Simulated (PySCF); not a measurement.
Cl4Ti, SMILES [Cl][Ti]([Cl])([Cl])[Cl], multiplicity 1. Heavy atoms are numbered as in [Cl:1][Ti:2]([Cl:3])([Cl:4])[Cl:5].

Geometry: B3LYP-D3(BJ)/def2-SVP. The multiplicity is an assumed one; other spin states were not compared.

All values below come from PBE0/pcSseg-1 (PySCF).

GIAO shieldings, no solvent; atoms alike by connectivity are averaged. δ = σ(ref) − σ: ³⁵Cl against HCl (σ = 945.9 ppm), references at their B3LYP-D3(BJ)/def2-TZVP geometries, non-relativistic (without spin–orbit terms, shifts of atoms bonded to Cl or Br come out too high).

Task: Estimate the chemical shifts. (Estimate from the structure and the level; the computed values follow.)

Result: 
```tsv
nucleus	atoms	count	δ (ppm)
³⁵Cl	Cl1	4	976.8
```
